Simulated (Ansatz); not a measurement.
Si(vinyl)3(NEt2) (C10H19NSi), relaxed as a singlet with RKS r2SCAN-D4/def2-SVP in Ansatz, starting from the GFN2-xTB geometry. Force threshold 0.03 eV/Å.

Start:

Cartesian coordinates in Å:
```
Si -0.490 -0.061 0.641
C -0.582 1.694 1.346
C -1.641 2.482 1.275
H 0.304 2.073 1.843
H -2.553 2.156 0.800
H -1.658 3.480 1.688
C -2.224 -0.622 0.113
C -3.240 -0.792 0.945
H -2.396 -0.801 -0.943
H -3.131 -0.626 2.005
H -4.221 -1.104 0.618
C 0.155 -1.231 1.979
C 1.303 -1.077 2.617
H -0.473 -2.072 2.245
H 1.966 -0.257 2.395
H 1.641 -1.757 3.386
N 0.620 -0.046 -0.681
C 1.494 -1.154 -0.985
C 0.799 -2.250 -1.794
C 0.554 0.990 -1.689
C 1.666 2.024 -1.521
H 1.850 -1.581 -0.045
H 2.362 -0.785 -1.540
H -0.041 -2.644 -1.227
H 0.424 -1.854 -2.735
H 1.492 -3.059 -2.009
H 0.619 0.541 -2.687
H -0.411 1.495 -1.611
H 1.583 2.493 -0.544
H 2.644 1.555 -1.598
H 1.587 2.791 -2.288
```

| step | energy (eV) | largest force component (eV/Å) | SCF passes |
| --- | --- | --- | --- |
| 1 | -20027.0395 | 1.192 | 21 |
| 2 | -20027.1884 | 0.340 | 20 |
| 3 | -20027.1923 | 0.230 | 20 |
| 4 (rejected) | -20027.1291 | 0.499 | 19 |
| 5 | -20027.2076 | 0.123 | 21 |
| 6 | -20027.2096 | 0.069 | 22 |
| 7 | -20027.2135 | 0.124 | 20 |
| 8 | -20027.2159 | 0.148 | 21 |
| 9 | -20027.2202 | 0.189 | 19 |
| 10 | -20027.2226 | 0.141 | 21 |
| 11 | -20027.2261 | 0.240 | 19 |
| 13 | -20027.2312 | 0.151 | 21 |
| 15 | -20027.2400 | 0.222 | 20 |
| 17 | -20027.2480 | 0.271 | 19 |
| 19 | -20027.2581 | 0.416 | 20 |
| 21 | -20027.2698 | 0.268 | 19 |
| 23 | -20027.2909 | 0.166 | 20 |
| 25 | -20027.3026 | 0.153 | 20 |
| 27 | -20027.3109 | 0.215 | 20 |
| 29 | -20027.3188 | 0.169 | 21 |
| 31 | -20027.3237 | 0.056 | 21 |
| 33 | -20027.3254 | 0.036 | 22 |
| 35 | -20027.3262 | 0.035 | 22 |
| 37 | -20027.3264 | 0.024 | 22 |

Force components are those of the run's own axes.

End:

```xyz
31

Si   -0.6099    0.2080    0.7026
C    -1.0383    2.0236    0.8803
C    -2.2932    2.4935    0.9677
H    -0.2167    2.7504    0.9749
H    -3.1640    1.8295    0.8966
H    -2.5116    3.5591    1.1123
C    -2.1777   -0.7927    0.4565
C    -2.4820   -1.9085    1.1401
H    -2.8715   -0.4786   -0.3393
H    -1.8292   -2.2911    1.9355
H    -3.3856   -2.4971    0.9359
C     0.2286   -0.3790    2.2799
C     1.5427   -0.6455    2.3541
H    -0.3673   -0.4726    3.2008
H     2.1866   -0.5647    1.4682
H     2.0318   -0.9541    3.2867
N     0.4585    0.0207   -0.6623
C     0.8451   -1.3183   -1.0934
C     0.0942   -1.8096   -2.3295
C     1.0325    1.1237   -1.4189
C     2.4274    1.5327   -0.9463
H     0.6697   -2.0230   -0.2604
H     1.9376   -1.3525   -1.2810
H    -0.9868   -1.8624   -2.1258
H     0.2452   -1.1362   -3.1884
H     0.4401   -2.8129   -2.6280
H     1.0706    0.8526   -2.4917
H     0.3559    1.9938   -1.3618
H     2.3969    1.8890    0.0965
H     3.1287    0.6832   -0.9878
H     2.8417    2.3390   -1.5739
```

By distances, no bond broke or formed. The bond that changes most is Si1–C7, from 1.90 to 1.88 Å (atoms count from 1).

No frequencies were taken in this run, so the end may be a saddle point.

It took 2.6 min on 2 threads of AMD EPYC 7R13 on a shared host and a share (18 GiB) of an NVIDIA H100 80GB HBM3, peak host memory 0.95 GiB.
